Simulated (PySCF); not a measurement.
**Two-component Hartree-Fock for Au⁵²⁺ (gold, charge +52)**

Start: [Ar] 3d9; 3d3/2 filled at m_j = -1/2, +1/2, +3/2; 3d5/2 filled at m_j = -5/2, -3/2, -1/2, +1/2, +3/2, +5/2. Calculated with PySCF 2.14 in an even-tempered Gaussian basis (15 s from 14 bohr⁻², ratio 2.8; 13 p from 18 bohr⁻², ratio 2.8; 8 d from 18 bohr⁻², ratio 2.8; 3 f from 68 bohr⁻², ratio 3): generalised Hartree-Fock with the X2C-1e Hamiltonian and a Gaussian nucleus; one run each with spin-orbit coupling (SO) screened by Boettger's factors, then bare. This is a chosen level, not necessarily the ground level.

```
spinor shell  electrons  ε, screened SO (eV)  ε, bare SO (eV)  weight of nominal j (bare SO)  rms radius, bare SO (bohr)
       1s1/2          2             -84166.1         -84164.7                          1.000                      0.0190
       2s1/2          2             -17408.7         -17408.4                          1.000                      0.0767
       2p1/2          2             -16805.4         -16848.1                          1.000                      0.0647
       3s1/2          2              -6225.3          -6225.3                          1.000                       0.192
       3p1/2          2              -5958.3          -5968.3                          1.000                       0.183
       3p3/2          4              -5525.5          -5522.5                          1.000                       0.198
       3d3/2          3              -5121.4          -5130.1                          0.999                       0.171
       3d5/2          6              -5027.6          -5022.4                          1.000                       0.176
```

(1) Where does 2p3/2 lie, and what is the 2p spin-orbit splitting (bare SO)?

```tsv
quantity	screened SO	bare SO
E (hartree)	-16875.77797	-16877.19855
M_J	3/2	3/2
⟨J²⟩	3.750	3.750
⟨L²⟩	6.081	6.086
⟨S²⟩	0.831	0.836
```

Each row is a mean over spinors that exchange with the open shell spreads, by up to 27.011 eV (3p1/2).

Breit and QED terms are absent; they matter most for the inner s and p1/2 levels.

Densities and radii are taken from the X2C orbitals without a picture-change correction, which distorts them close to the nucleus.

Results:

(1) At -14945.9 eV, 1902.2 eV above 2p1/2.
